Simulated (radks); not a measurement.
Coulomb parameter of the 4f shell of neutral erbium in the model configuration [Xe] 4f11 6s2 6p1, as a second difference U = [E(n + 0.5) + E(n - 0.5) - 2 E(n)] / (0.5)^2 with all orbitals relaxed. "Bare": the charge of the atom changes with n. "Screened": the 6p shell takes up the change at fixed total charge, which measures U(4f,4f) + U(6p,6p) - 2 U(4f,6p). All-electron calculation, scalar-relativistic Kohn-Sham, LDA (Slater exchange, Perdew-Wang correlation), spin-unpolarised, spherical densities, finite nucleus; Fermi nuclear charge, rms radius 5.2516 fm. Program: a radial shooting solver on a logarithmic mesh with Libxc functionals.

case                   configuration  E - E(n) (eV)
start              [Xe] 4f11 6s2 6p1          0.000
bare +0.5        [Xe] 4f11.5 6s2 6p1         -4.671
bare -0.5        [Xe] 4f10.5 6s2 6p1          8.482
screened +0.5  [Xe] 4f11.5 6s2 6p0.5         -4.219
screened -0.5  [Xe] 4f10.5 6s2 6p1.5          6.573

U(bare) = 15.245 eV, U(screened by 6p) = 9.417 eV, against the Slater integral F0(4f,4f) = 33.004 eV with frozen orbitals. The step up makes a negative ion, whose loosely bound charge lowers the bare value.
